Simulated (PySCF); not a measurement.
Compound: [Al(OH)6]3- (charge -3).
SMILES: `[OH][Al-3]([OH])([OH])([OH])([OH])[OH]`

The closed-shell ground state was solved at several levels (PySCF, density fitting, gas phase, non-relativistic). Geometry: PBE0-D3(BJ)/def2-SVP; no solvent, vibrations or thermal averaging. Whether so highly charged an anion holds all its electrons in the gas phase wasn't checked; a finite basis holds them in any case. No counter-ion or solvent screens the charge of this multiply charged ion. The geometry's basis has no diffuse functions, a weakness for an anion. The HOMO energy is positive, so at this level the finite basis confines the outermost electrons. No diffuse functions stand in pcSseg-1 (pcSseg-2 on Al), which bears on an anion's orbital energies.

```tsv
level	basis functions	HOMO (eV)	LUMO (eV)	gap (eV)
PBE0/pcSseg-1 (pcSseg-2 on Al)	175	7.16	12.57	5.41
B3LYP/pcSseg-1 (pcSseg-2 on Al)	175	7.42	12.31	4.89
```

Problem. What might PBE/pcSseg-1 (pcSseg-2 on Al) (175 basis functions) give for the same quantities?

Solution. HOMO 8.68 eV, LUMO 11.96 eV, gap 3.28 eV.

Problem. Over all these levels, which gives the widest orbital gap and which the narrowest?

Solution. PBE0/pcSseg-1 (pcSseg-2 on Al) (global hybrid, 25 % exact exchange) has the widest, 5.41 eV, and PBE/pcSseg-1 (pcSseg-2 on Al) (GGA) the narrowest, 3.28 eV. From the narrowest to the widest the HOMO moves by -1.52 eV and the LUMO by +0.61 eV.

Problem. In the pcSseg-1 (pcSseg-2 on Al) basis, how does the gap go with the fixed share of exact exchange?

Solution. PBE (0 %) 3.28 eV; B3LYP (20 %) 4.89 eV; PBE0 (25 %) 5.41 eV. Each rise in the share widens the gap here.
